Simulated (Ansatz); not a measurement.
A nudged elastic band was laid between two geometries of H4OSi + H5NOSi (14 atoms, charge 0, multiplicity 1).

Theory: UKS PBE/def2-SVP in Ansatz 0.2.0.

```yaml
movable_images: 7
climbing_image: yes
spring: 5.0 eV/Å²
optimiser: quadratic models (default)
start_path: through a guess of the saddle point
force_threshold: 0.05 eV/Å
iteration_limit: 60
end_points: relaxed
```

Initial state:

```xyz
14
Properties=species:S:1:pos:R:3
Si -1.972 -0.735 -0.288
O -0.826 -1.322 0.853
H -1.863 -1.751 -1.377
H -3.321 -0.692 0.371
N -1.670 0.843 -0.923
H 0.723 -0.850 0.073
O 1.359 -0.359 -0.509
Si 2.520 0.553 0.284
H -0.904 -0.928 1.742
H -1.971 1.673 -0.406
H -0.759 1.001 -1.369
H 3.246 1.342 -0.768
H 1.916 1.518 1.283
H 3.522 -0.292 1.034
```

Final state:

```xyz
14
Properties=species:S:1:pos:R:3
Si -1.046 -0.146 -0.368
O -0.594 -2.714 1.081
H -1.286 -1.230 -1.364
H -1.994 -0.093 0.788
N -1.207 1.368 -1.200
H 0.184 -2.141 0.909
O 0.539 -0.337 0.257
Si 1.829 0.746 0.203
H -0.884 -2.395 1.957
H -1.370 2.252 -0.715
H -0.885 1.512 -2.158
H 2.272 1.021 -1.212
H 1.484 2.056 0.865
H 2.958 0.102 0.956
```

(1) Which bonds break or form, and what moves?

(2) Give the energies along the band, and the barrier.

(3) What is the geometry of the highest image?

The band took 23 iterations and roughly 40 core-minutes.

Answers

(1) Bonds broken: Si1–O2, H6–O7. Bonds formed: Si1–O7, O2–H6. H4OSi + H5NOSi becomes H2O + H7NOSi2.

(2) The run converged. The highest image is number 4 of 0 to 8, 19.9 kcal/mol above the first end and 19.2 kcal/mol above the last; the last end lies 0.6 kcal/mol above the first. Beside the main top the profile has a ripple of under 15 meV (maxima at images 1, 4), which may be a very shallow well or noise. A structure lower than the first end lies on the path between it and the top, so the climb from that side starts below the end, which may itself be a saddle point or a shallow side well. A vibrational analysis at the climbing image gives one clearly imaginary mode, 437i cm⁻¹: a first-order saddle point. The orbitals were unrestricted but ended closed-shell.

| image | path coordinate (Å) | energy (kcal/mol) | Si1–O2 (Å) | H6–O7 (Å) | Si1–O7 (Å) |
| --- | --- | --- | --- | --- | --- |
| 0 | 0.00 | 0.0 | 1.72 | 0.99 | 3.36 |
| 1 | 1.43 | 0.2 | 1.72 | 0.99 | 3.41 |
| 2 | 2.85 | -0.2 | 1.72 | 0.99 | 3.73 |
| 3 | 4.28 | 1.8 | 1.72 | 1.00 | 3.01 |
| 4 | 5.71 | 19.9 | 1.92 | 1.33 | 1.99 |
| 5 | 6.81 | 12.0 | 2.56 | 1.75 | 1.75 |
| 6 | 7.90 | 3.6 | 3.05 | 1.92 | 1.71 |
| 7 | 8.99 | 1.2 | 3.04 | 1.96 | 1.71 |
| 8 | 10.08 | 0.6 | 2.98 | 1.95 | 1.72 |

(3) 
```xyz
14
Properties=species:S:1:pos:R:3
Si -1.183 -0.591 -0.392
O -0.867 -1.537 1.254
H -0.936 -1.605 -1.465
H -2.685 -0.664 -0.129
N -1.139 1.131 -0.609
H 0.181 -1.197 1.054
O 0.766 -0.587 0.026
Si 2.063 0.467 0.006
H -1.284 -1.100 2.022
H -2.019 1.631 -0.745
H -0.336 1.637 -0.990
H 1.993 1.345 -1.220
H 2.088 1.368 1.218
H 3.358 -0.299 -0.030
```

Run time: 9.9 min on 4 threads of Arm Neoverse N1 (shared host), peak memory 0.23 GiB.
